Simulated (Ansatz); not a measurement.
Computed with Ansatz on PBE0-D4/def2-TZVP structures; ΔE is electronic, products minus reactants. CBS: MP2 limit from def2 TZ/QZ plus the TZ coupled-cluster correction, frozen cores. This one scheme is used for every species. DFT in def2-TZVPP. B3LYP here is the variant with VWN-RPA as its local correlation; programs differ in this. HSE06 is defined as in plane-wave codes. Each species was taken in one conformer, which may not be the lowest.

Reaction (ligand exchange at the Al–N bond): `C[NH][Al]([F])[F]` + silanol → `[F][Al]([F])[O][SiH3]` + CH₃NH₂

`C[NH][Al]([F])[F]`:

Cartesian coordinates in Å:
```
C -0.132 1.284 0.018
N -0.263 -0.078 0.501
Al 0.291 -1.546 -0.266
F 0.046 -3.006 0.442
F 1.066 -1.486 -1.711
H 0.448 1.910 0.706
H -1.105 1.762 -0.135
H 0.387 1.290 -0.942
H -0.738 -0.130 1.388
```

`O[SiH3]`:

Z-matrix (Å, degrees):
```
Si
O 1 1.648
H 1 1.489 2 111.7
H 1 1.489 2 111.7 3 120.9
H 1 1.481 2 105.9 3 -119.6
H 2 0.957 1 117.9 3 -60.5
```

`[F][Al]([F])[O][SiH3]`:

```xyz
8

F     1.610    1.406   -2.139
Al    1.548    0.704   -0.665
F     2.925    0.649    0.213
O     0.135    0.067   -0.081
Si   -1.239   -0.562    0.529
H    -2.403    0.236    0.065
H    -1.189   -0.535    2.013
H    -1.388   -1.965    0.066
```

CH₃NH₂:

Cartesian coordinates in Å:
```
C -0.054 0.360 -0.437
N -0.242 -0.553 0.678
H 0.992 0.563 -0.707
H -0.530 1.315 -0.206
H -0.555 -0.041 -1.321
H 0.206 -0.195 1.512
H 0.183 -1.450 0.481
```

```csv
level,ΔE (kcal/mol),difference from CCSD(T)/CBS
LDA (SPW92),-12.0,3.3
PBE-D4,-12.9,2.4
BLYP-D4,-14.2,1.1
r2SCAN-D4,-14.8,0.5
B97M-V,-15.5,-0.2
PBE0-D4,-14.1,1.2
B3LYP-D4,-15.1,0.2
r2SCAN0-D4,-15.4,-0.1
HSE06-D4,-14.1,1.2
CAM-B3LYP-D4,-15.4,-0.1
ωB97X-V,-14.9,0.4
ωB97M-V,-14.7,0.6
B2PLYP,-15.5,-0.2
PBE-QIDH,-15.2,0.1
revPBE,-13.5,1.8
BLYP,-14.6,0.7
r2SCAN,-14.8,0.5
PBE0,-14.2,1.1
B3LYP,-15.3,0.0
r2SCANh,-15.1,0.2
r2SCAN0,-15.4,-0.1
HSE06,-14.1,1.2
BHLYP,-16.6,-1.3
CAM-B3LYP,-15.4,-0.1
LC-ωPBE,-14.6,0.7
HF/def2-SVP,-19.0,-3.7
MP2/def2-SVP,-16.2,-0.9
CCSD/def2-SVP,-16.7,-1.4
CCSD(T)/def2-SVP,-16.2,-0.9
HF/def2-TZVPP,-18.6,-3.3
MP2/def2-TZVPP,-15.3,0.0
SCS-MP2/def2-TZVPP,-15.8,-0.5
CCSD/def2-TZVPP,-15.9,-0.6
CCSD(T)/def2-TZVPP,-15.4,-0.1
HF/def2-QZVPP,-19.1,-3.8
MP2/def2-QZVPP,-15.4,-0.1
SCS-MP2/def2-QZVPP,-15.9,-0.6
HF/CBS(def2),-19.1,-3.8
MP2/CBS(def2),-15.2,0.1
CCSD/CBS(def2),-15.9,-0.6
CCSD(T)/CBS,-15.3,0
```

Largest T1 diagnostic among the species: 0.012.

At CCSD(T), def2-SVP lies −0.9 kcal/mol from the extrapolated value and def2-TZVPP −0.1 kcal/mol. From PBE to PBE0 (25 % exact exchange), in def2-TZVPP and without D4, ΔE moves by −1.1 kcal/mol.
